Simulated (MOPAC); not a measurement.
Input file for MOPAC: AM1 on C3H8O2 (SMILES OCCCO).

```
AM1 1SCF PRECISE CHARGE=0 THREADS=1
C3H8O2

O      2.40210671 1     0.06046819 1    -0.12012398 1
C      1.08435014 1     0.05757210 1     0.41577797 1
C      0.00816232 1     0.20022947 1    -0.65113473 1
C     -1.40439853 1     0.27211210 1    -0.08339158 1
O     -1.83183559 1    -0.94377338 1     0.52758770 1
H      2.48583756 1    -0.68152065 1    -0.72898669 1
H      1.04758484 1     0.90766176 1     1.10091987 1
H      0.91760285 1    -0.85195356 1     1.00766831 1
H      0.06268940 1    -0.64597706 1    -1.34423045 1
H      0.20680973 1     1.10871347 1    -1.22746622 1
H     -2.11552219 1     0.45779587 1    -0.88859165 1
H     -1.48577761 1     1.10824493 1     0.62294932 1
H     -1.37760964 1    -1.04957322 1     1.36902212 1
```

Output:

```
*******************************************************************************
 **                                                                           **
 **                              MOPAC v23.2.5                                **
 **                                                                           **
 *******************************************************************************
 ** MOPAC's Digital Object Identifier: https://doi.org/10.5281/zenodo.6511958 **
 **                                                                           **
 ** Please cite the open-source release paper for use of this MOPAC version:  **
 ** J. E. Moussa and J. J. P. Stewart (2026)                                  **
 ** MOPAC: An open-source semiempirical molecular orbital program             **
 ** J. Open Source Softw., 11(119), 8025, https://doi.org/10.21105/joss.08025 **
 *******************************************************************************

                              AM1 CALCULATION RESULTS

 *******************************************************************************
 *  AM1        - The AM1 Hamiltonian to be used
 *
 *
 *
 *                 CHARGE ON SYSTEM = 0
 *
 *
 *
 *  PRECISE    - TIGHTER CRITERIA TO BE USED
 *  1SCF       - DO 1 SCF AND THEN STOP
 *  THREADS=1  - MULTI-THREADING NOT USED
 *  T=         - A TIME OF 172800.0 SECONDS REQUESTED
 *  DUMP=N     - RESTART FILE WRITTEN EVERY 7200.0 SECONDS REQUESTED
 *******************************************************************************
AM1 1SCF PRECISE CHARGE=0 THREADS=1
 C3H8O2

   ATOM   CHEMICAL          X               Y               Z
  NUMBER   SYMBOL      (ANGSTROMS)     (ANGSTROMS)     (ANGSTROMS)

     1       O          2.40210671  *   0.06046819  *  -0.12012398  *
     2       C          1.08435014  *   0.05757210  *   0.41577797  *
     3       C          0.00816232  *   0.20022947  *  -0.65113473  *
     4       C         -1.40439853  *   0.27211210  *  -0.08339158  *
     5       O         -1.83183559  *  -0.94377338  *   0.52758770  *
     6       H          2.48583756  *  -0.68152065  *  -0.72898669  *
     7       H          1.04758484  *   0.90766176  *   1.10091987  *
     8       H          0.91760285  *  -0.85195356  *   1.00766831  *
     9       H          0.06268940  *  -0.64597706  *  -1.34423045  *
    10       H          0.20680973  *   1.10871347  *  -1.22746622  *
    11       H         -2.11552219  *   0.45779587  *  -0.88859165  *
    12       H         -1.48577761  *   1.10824493  *   0.62294932  *
    13       H         -1.37760964  *  -1.04957322  *   1.36902212  *



          CARTESIAN COORDINATES

    NO.       ATOM           X           Y           Z

     1         O          2.4021      0.0605     -0.1201
     2         C          1.0844      0.0576      0.4158
     3         C          0.0082      0.2002     -0.6511
     4         C         -1.4044      0.2721     -0.0834
     5         O         -1.8318     -0.9438      0.5276
     6         H          2.4858     -0.6815     -0.7290
     7         H          1.0476      0.9077      1.1009
     8         H          0.9176     -0.8520      1.0077
     9         H          0.0627     -0.6460     -1.3442
    10         H          0.2068      1.1087     -1.2275
    11         H         -2.1155      0.4578     -0.8886
    12         H         -1.4858      1.1082      0.6229
    13         H         -1.3776     -1.0496      1.3690

  H: (AM1): M.J.S. DEWAR ET AL, J. AM. CHEM. SOC. 107 3902-3909 (1985)
  C: (AM1): M.J.S. DEWAR ET AL, J. AM. CHEM. SOC. 107 3902-3909 (1985)
  O: (AM1): M.J.S. DEWAR ET AL, J. AM. CHEM. SOC. 107 3902-3909 (1985)

           Empirical Formula: C3 H8 O2  =    13 atoms



      MOLECULAR POINT GROUP   :   C1


      RHF CALCULATION, NO. OF DOUBLY OCCUPIED LEVELS = 16


 -------------------------------------------------------------------------------
 AM1 1SCF PRECISE CHARGE=0 THREADS=1
 C3H8O2



     1SCF WAS SPECIFIED, SO BFGS WAS NOT USED
     SCF FIELD WAS ACHIEVED


                              AM1 CALCULATION
                                                       MOPAC v23.2.5 Linux




          FINAL HEAT OF FORMATION =       -114.43393 KCAL/MOL =    -478.79158 KJ/MOL


          COSMO AREA              =        116.62 SQUARE ANGSTROMS
          COSMO VOLUME            =        102.02 CUBIC ANGSTROMS

          IONIZATION POTENTIAL    =         11.167364 EV
          HOMO LUMO ENERGIES (EV) =        -11.167  3.304
          NO. OF FILLED LEVELS    =         16
          MOLECULAR WEIGHT        =         76.0950         POINT GROUP:  C1

          MOLECULAR DIMENSIONS (Angstroms)

            Atom       Atom       Distance
            H    11    H     6     4.74300
            H    13    H    10     3.61151
            H     9    H     7     2.93214


          SCF CALCULATIONS        =          1





   ATOM   CHEMICAL          X               Y               Z
  NUMBER   SYMBOL      (ANGSTROMS)     (ANGSTROMS)     (ANGSTROMS)

     1       O          2.40210671  *   0.06046819  *  -0.12012398  *
     2       C          1.08435014  *   0.05757210  *   0.41577797  *
     3       C          0.00816232  *   0.20022947  *  -0.65113473  *
     4       C         -1.40439853  *   0.27211210  *  -0.08339158  *
     5       O         -1.83183559  *  -0.94377338  *   0.52758770  *
     6       H          2.48583756  *  -0.68152065  *  -0.72898669  *
     7       H          1.04758484  *   0.90766176  *   1.10091987  *
     8       H          0.91760285  *  -0.85195356  *   1.00766831  *
     9       H          0.06268940  *  -0.64597706  *  -1.34423045  *
    10       H          0.20680973  *   1.10871347  *  -1.22746622  *
    11       H         -2.11552219  *   0.45779587  *  -0.88859165  *
    12       H         -1.48577761  *   1.10824493  *   0.62294932  *
    13       H         -1.37760964  *  -1.04957322  *   1.36902212  *

                             CARTESIAN COORDINATES

   1    O        2.402106710     0.060468190    -0.120123980
   2    C        1.084350140     0.057572100     0.415777970
   3    C        0.008162320     0.200229470    -0.651134730
   4    C       -1.404398530     0.272112100    -0.083391580
   5    O       -1.831835590    -0.943773380     0.527587700
   6    H        2.485837560    -0.681520650    -0.728986690
   7    H        1.047584840     0.907661760     1.100919870
   8    H        0.917602850    -0.851953560     1.007668310
   9    H        0.062689400    -0.645977060    -1.344230450
  10    H        0.206809730     1.108713470    -1.227466220
  11    H       -2.115522190     0.457795870    -0.888591650
  12    H       -1.485777610     1.108244930     0.622949320
  13    H       -1.377609640    -1.049573220     1.369022120


           Empirical Formula: C3 H8 O2  =    13 atoms



      MOLECULAR POINT GROUP   :   C1


                  EIGENVALUES
 -39.07871 -37.61029 -32.67462 -26.75757 -22.76119 -18.50727 -18.34361 -16.16127
 -15.99567 -15.69882 -14.03917 -13.44813 -13.00225 -11.85327 -11.40449 -11.16736
   3.30369   3.34299   3.52871   3.74652   3.99242   4.06776   4.42224   4.51513
   4.72621   4.89044   6.14058   6.17562


              NET ATOMIC CHARGES AND DIPOLE CONTRIBUTIONS

  ATOM NO.   TYPE          CHARGE      No. of ELECS.   s-Pop       p-Pop
    1          O          -0.323849        6.3238     1.87179     4.45206
    2          C          -0.017653        4.0177     1.21973     2.79793
    3          C          -0.235067        4.2351     1.22662     3.00845
    4          C          -0.011387        4.0114     1.21991     2.79148
    5          O          -0.328302        6.3283     1.87150     4.45681
    6          H           0.199477        0.8005     0.80052
    7          H           0.099732        0.9003     0.90027
    8          H           0.058699        0.9413     0.94130
    9          H           0.092744        0.9073     0.90726
   10          H           0.100235        0.8998     0.89976
   11          H           0.105280        0.8947     0.89472
   12          H           0.062663        0.9373     0.93734
   13          H           0.197428        0.8026     0.80257
 DIPOLE           X         Y         Z       TOTAL
 POINT-CHG.    -0.426     0.506     0.019     0.661
 HYBRID         0.206    -0.316     0.086     0.387
 SUM           -0.220     0.189     0.105     0.309


          ATOMIC ORBITAL ELECTRON POPULATIONS

     Atom    s        px        py        pz
    1  O   1.87179   1.28540   1.52871   1.63795
    2  C   1.21973   0.83151   1.01697   0.94944
    3  C   1.22662   0.96006   1.04522   1.00317
    4  C   1.21991   0.94005   0.87030   0.98113
    5  O   1.87150   1.67208   1.41290   1.37183
    6  H   0.80052
    7  H   0.90027
    8  H   0.94130
    9  H   0.90726
   10  H   0.89976
   11  H   0.89472
   12  H   0.93734
   13  H   0.80257

 **********************
 *                    *
 * JOB ENDED NORMALLY *
 *                    *
 **********************




 == MOPAC DONE ==
```

The run finished.

Cost: about 0.03 core-seconds (a rough figure).
